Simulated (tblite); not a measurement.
C7H12.
Bonds: C1–C2 (double), C2–C3, C3–C4, C4–C5, C4–C6, C6–C7, C4–C7. Hydrogens: H8, H9 on C1; H10 on C2; H11, H12 on C3; H13, H14, H15 on C5; H16, H17 on C6; H18, H19 on C7.

Computed with GFN2-xTB (tblite), gas phase: L-BFGS steps from a force-field or distance-geometry start until the largest atomic force falls under 0.01 eV/Å.

Step 10: E = -572.9125 eV
```
atom  x, y, z in Å  |  force x, y, z in eV/Å
C1      2.6104    1.1150   -0.4276   -0.058  -0.038  -0.041
C2      1.5714    0.3790   -0.7782    0.010  -0.017   0.027
C3      0.8597   -0.5755    0.1309   -0.006  -0.013  -0.007
C4     -0.6173   -0.2534    0.3040    0.019   0.007  -0.001
C5     -0.8834    1.0291    1.0580    0.009  -0.002  -0.001
C6     -1.5649   -1.3983    0.5208    0.005   0.003  -0.010
C7     -1.5753   -0.6490   -0.7810    0.006  -0.008   0.008
H8      3.0166    1.0943    0.5716   -0.032  -0.016  -0.026
H9      3.1076    1.7637   -1.1287   -0.003   0.035   0.015
H10     1.1918    0.4157   -1.7921   -0.017   0.044   0.037
H11     1.3456   -0.5749    1.1110   -0.020  -0.035  -0.027
H12     0.9427   -1.5786   -0.2986    0.041  -0.003   0.039
H13    -0.5010    1.8870    0.5063    0.009  -0.015   0.004
H14    -1.9518    1.1606    1.2142    0.020   0.045  -0.005
H15    -0.3933    1.0013    2.0305   -0.008   0.019  -0.003
H16    -1.1706   -2.4039    0.5269   -0.011   0.009   0.007
H17    -2.3929   -1.2544    1.1994    0.009  -0.018  -0.017
H18    -1.1906   -1.1479   -1.6582    0.006   0.002   0.009
H19    -2.4142   -0.0007   -0.9871    0.022   0.001  -0.007
```

Step 11: E = -572.9132 eV
```
atom  x, y, z in Å  |  force x, y, z in eV/Å
C1      2.6092    1.1145   -0.4273   -0.071  -0.038  -0.047
C2      1.5702    0.3794   -0.7787   -0.007  -0.029   0.048
C3      0.8601   -0.5751    0.1309   -0.021  -0.037   0.007
C4     -0.6167   -0.2542    0.3043    0.011   0.019  -0.013
C5     -0.8822    1.0285    1.0575    0.006   0.016  -0.003
C6     -1.5650   -1.3982    0.5198    0.016   0.004   0.005
C7     -1.5746   -0.6493   -0.7816    0.018   0.005   0.011
H8      3.0140    1.0923    0.5720   -0.018  -0.016  -0.017
H9      3.1047    1.7638   -1.1277    0.016   0.055   0.003
H10     1.1858    0.4173   -1.7904   -0.006   0.047   0.021
H11     1.3449   -0.5765    1.1111   -0.007  -0.019  -0.015
H12     0.9432   -1.5786   -0.2962    0.043  -0.016   0.018
H13    -0.4989    1.8855    0.5049    0.014  -0.015   0.007
H14    -1.9505    1.1626    1.2119    0.020   0.038   0.002
H15    -0.3923    1.0014    2.0303   -0.015   0.019  -0.008
H16    -1.1700   -2.4026    0.5274   -0.003  -0.022   0.000
H17    -2.3912   -1.2548    1.1997   -0.013  -0.011  -0.011
H18    -1.1885   -1.1474   -1.6584    0.001  -0.001   0.005
H19    -2.4122    0.0005   -0.9874    0.016   0.000  -0.012
```

Step 12: E = -572.9139 eV
```
atom  x, y, z in Å  |  force x, y, z in eV/Å
C1      2.6069    1.1136   -0.4277   -0.054  -0.018  -0.037
C2      1.5682    0.3791   -0.7787   -0.028  -0.031   0.046
C3      0.8602   -0.5753    0.1311   -0.028  -0.056   0.020
C4     -0.6158   -0.2549    0.3045   -0.004   0.022  -0.017
C5     -0.8805    1.0280    1.0568    0.003   0.032  -0.004
C6     -1.5646   -1.3979    0.5188    0.021   0.000   0.020
C7     -1.5734   -0.6494   -0.7820    0.025   0.017   0.008
H8      3.0104    1.0897    0.5718   -0.003  -0.018  -0.010
H9      3.1015    1.7650   -1.1263    0.021   0.061  -0.005
H10     1.1786    0.4201   -1.7877    0.000   0.043   0.000
H11     1.3441   -0.5786    1.1108    0.011  -0.001   0.009
H12     0.9445   -1.5792   -0.2932    0.039  -0.038  -0.008
H13    -0.4960    1.8836    0.5034    0.024  -0.005   0.004
H14    -1.9485    1.1656    1.2092    0.014   0.028   0.008
H15    -0.3913    1.0019    2.0300   -0.017   0.016  -0.007
H16    -1.1693   -2.4015    0.5280    0.006  -0.048  -0.008
H17    -2.3894   -1.2554    1.1998   -0.034  -0.001  -0.004
H18    -1.1860   -1.1468   -1.6584   -0.002  -0.006   0.000
H19    -2.4095    0.0018   -0.9880    0.007   0.000  -0.016
```

**Question.** Estimate the geometry and energy of step 13. (The exact step hangs on the optimiser's Hessian estimate; all steps are aligned on step 12, rigid shifts and turns removed.)

**Answer.** E = -572.9147 eV, largest force 0.071 eV/Å
```
atom  x, y, z in Å  |  force x, y, z in eV/Å
C1      2.6035    1.1125   -0.4286   -0.018   0.013  -0.013
C2      1.5652    0.3782   -0.7781   -0.041  -0.020   0.022
C3      0.8599   -0.5767    0.1318   -0.018  -0.060   0.027
C4     -0.6149   -0.2552    0.3045   -0.016   0.012  -0.007
C5     -0.8785    1.0280    1.0559    0.001   0.039  -0.006
C6     -1.5639   -1.3978    0.5182    0.016  -0.007   0.030
C7     -1.5716   -0.6493   -0.7824    0.023   0.019   0.003
H8      3.0061    1.0863    0.5711    0.013  -0.018  -0.008
H9      3.0980    1.7673   -1.1246    0.009   0.051  -0.004
H10     1.1704    0.4241   -1.7844    0.000   0.032  -0.018
H11     1.3434   -0.5810    1.1108    0.026   0.014   0.036
H12     0.9466   -1.5805   -0.2900    0.026  -0.058  -0.031
H13    -0.4920    1.8814    0.5016    0.035   0.014  -0.002
H14    -1.9461    1.1695    1.2061    0.004   0.018   0.013
H15    -0.3905    1.0027    2.0295   -0.015   0.013  -0.002
H16    -1.1684   -2.4010    0.5286    0.011  -0.057  -0.015
H17    -2.3878   -1.2562    1.1997   -0.048   0.007  -0.002
H18    -1.1831   -1.1463   -1.6584   -0.004  -0.010  -0.004
H19    -2.4062    0.0034   -0.9891   -0.003  -0.001  -0.017
```

The energy changes by -0.0008 eV. The first-order estimate −F·Δx gives -0.0011 eV and the mean of the old and new forces, exact on a quadratic surface, -0.0008 eV. The step makes an angle of 69° with the force vector and moves no atom by more than 0.010 Å.

The cost below is that of the whole relaxation. Time: 0.24 s. Hardware: an Intel Xeon 6975P-C with one thread, no GPU, shared host with 192 logical CPUs at a one-minute load of 40.
